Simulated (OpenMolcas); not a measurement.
## As⁺: thermal populations, the spin-orbit constant, worked from levels

| Item | Value |
| --- | --- |
| Program | OpenMolcas |
| Basis | ANO-R2 [6s5p4d3f1g] |
| Scalar Hamiltonian | X2C, finite nucleus |
| Active space | 4 electrons in 9 orbitals (RAS2 4s 4p; RAS3 4d, at most 2 electrons) |
| State averaging | 2S+1 = 3 even, 3 roots; 2S+1 = 1 even, 6 roots; 2S+1 = 5 odd, 1 root; 2S+1 = 3 odd, 8 roots; 2S+1 = 1 odd, 8 roots |
| Spin-orbit coupling | state interaction with AMFI integrals over the reference wave functions, term energies averaged over their components |

Methods: RASSCF; SS-RASPT2, IPEA 0.25 Eh, imaginary shift 0.1 Eh (closed shells correlated: 3d). Measured levels: NIST Handbook of Basic Atomic Spectroscopic Data.

**Thermal populations.** Z = Σ (2J + 1) exp(-E/kT) with k = 0.695035 cm-1/K, over the levels below. No other level of either list lies under 78700 cm-1, which is above 7 kT at each temperature.

```json
{"Level": "4s2 4p2 3P0", "2J + 1": "1", "SS-RASPT2": "0.0", "measured": "0.0"}
{"Level": "4s2 4p2 3P1", "2J + 1": "3", "SS-RASPT2": "915", "measured": "1063"}
{"Level": "4s2 4p2 3P2", "2J + 1": "5", "SS-RASPT2": "2240", "measured": "2541"}
{"Level": "4s2 4p2 1D2", "2J + 1": "5", "SS-RASPT2": "10300", "measured": "10096"}
{"Level": "4s2 4p2 1S0", "2J + 1": "1", "SS-RASPT2": "23070", "measured": "22599"}
{"Level": "4s 4p3 5S* 2", "2J + 1": "5", "SS-RASPT2": "52920", "measured": "54817"}
{"Level": "4s 4p3 3D* 1", "2J + 1": "3", "SS-RASPT2": "74650", "measured": "73750"}
{"Level": "4s 4p3 3D* 2", "2J + 1": "5", "SS-RASPT2": "74690", "measured": "73862"}
{"Level": "4s 4p3 3D* 3", "2J + 1": "7", "SS-RASPT2": "74900", "measured": "74244"}
```

```
T (K)  Z, SS-RASPT2  Z, measured levels  Ground level (%), SS-RASPT2  Ground level (%), measured levels
 5000         6.189               5.891                         16.2                               17.0
 8000         7.687               7.475                         13.0                               13.4
12000         9.038               8.894                         11.1                               11.2
```

At 12000 K, kT = 8340 cm-1, and the computed levels give Z = 1.000 + 2.688 + 3.822 + 1.454 + 0.063 + 0.009 + 0.000 + 0.001 + 0.001 = 9.038.

**The spin-orbit constant.** For the Hund term 3P of p2, E(J) = (A/2) J(J+1) + constant and ζ = 2S·A = 2A. From J = 0 to J = 2 the energy changes by 3 A.

```json
{"Source": "RASSCF", "E(2) - E(0)": "2246.4", "A": "748.8", "ζ": "1498"}
{"Source": "SS-RASPT2", "E(2) - E(0)": "2239.7", "A": "746.6", "ζ": "1493"}
{"Source": "measured", "E(2) - E(0)": "2541.3", "A": "847.1", "ζ": "1694"}
```

All in cm-1. SS-RASPT2 is off by -11.9 % and RASSCF by -11.6 %. Both methods take the spin-orbit matrix elements from the reference wave functions, so the second can move ζ only through the term energies and any multistate remixing. Second-order mixing with other terms is absorbed into this ζ.

Term energies are means over components that CASPT2 splits; among the terms shown or strongly mixed into the levels shown the widest spread is 11 cm-1 (4s 4p3 3D*, SS-RASPT2). Configurations are named by rounded mean occupations; where the s occupation lies near a half they are strongly mixed, a name can repeat and a true partner stay unpaired. Active for correlation alone: 4d; no level in the range computed is led by a configuration that fills it, so any true level of that kind is missing. Some terms mix strongly with configurations of 4d, whose occupation reaches 0.56 (4s 4p3 3D*, 4s 4p3 3P*, 4s 4p3 1D*). Without dynamic correlation excited terms often stand tens of per cent too high (terms of higher spin than the ground term too low), and those without a measured partner can miss by more than the paired ones (holds for RASSCF). Computed and measured levels are paired by configuration, term and J; levels that our copy of the source lacks, or whose pairing is in doubt (as where it misses far off the trend of its configuration), stay unpaired and out of the deviations. Only configurations of the active space appear.

* marks odd parity.
